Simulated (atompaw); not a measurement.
## u(r) = r·R(r): atom against pseudo-atom (Nd (Z = 60))

Columns: radius, all-electron u(r) and pseudo u(r) of the 6s shell (level -3.63 eV) of neodymium in the configuration [Kr] 4d10 4f4 5s2 5p6 5d0 6s2 6p0; LDA (PW92), scalar-relativistic, PAW (atompaw) scheme, atompaw 4.2.0.5.

| r (bohr) | all-electron | pseudo |
| --- | --- | --- |
| 0.115 | -0.0009 | -0.0701 |
| 0.231 | -0.0912 | -0.1377 |
| 0.346 | 0.0672 | -0.1986 |
| 0.462 | 0.1554 | -0.2514 |
| 0.577 | 0.1149 | -0.2927 |
| 0.692 | 0.0093 | -0.3215 |
| 0.808 | -0.1032 | -0.3365 |
| 0.923 | -0.1890 | -0.3371 |
| 1.038 | -0.2388 | -0.3237 |
| 1.154 | -0.2536 | -0.2966 |
| 1.269 | -0.2389 | -0.2577 |
| 1.385 | -0.2019 | -0.2082 |
| 1.500 | -0.1502 | -0.1513 |
| 1.615 | -0.0893 | -0.0887 |
| 1.731 | -0.0232 | -0.0226 |
| 1.846 | 0.0434 | 0.0437 |
| 1.962 | 0.1090 | 0.1091 |
| 2.077 | 0.1709 | 0.1710 |
| 2.192 | 0.2284 | 0.2284 |
| 2.308 | 0.2814 | 0.2814 |
| 2.423 | 0.3285 | 0.3285 |
| 2.538 | 0.3702 | 0.3702 |
| 2.654 | 0.4069 | 0.4069 |
| 2.769 | 0.4382 | 0.4382 |
| 2.885 | 0.4648 | 0.4648 |
| 3.000 | 0.4866 | 0.4866 |

(1) How many radial nodes do the two functions have?

(2) At about which radius was the pseudo-wave matched?

(3) Is the pseudo-wave norm-conserving?

Answers

(1) The all-electron 6s function has n − l − 1 = 5 (the table is too coarse to show those close to the nucleus); the pseudo-wave has 1, since 1 lower shell of the same l stays in the valence.

(2) 2.25 bohr. The columns agree to 0.0005 from 1.85 bohr on; several derivatives are matched, so the curves merge somewhat inside the radius.

(3) No, it belongs to a PAW set: the norm inside the radius is not constrained, and the difference is carried by the augmentation charge.
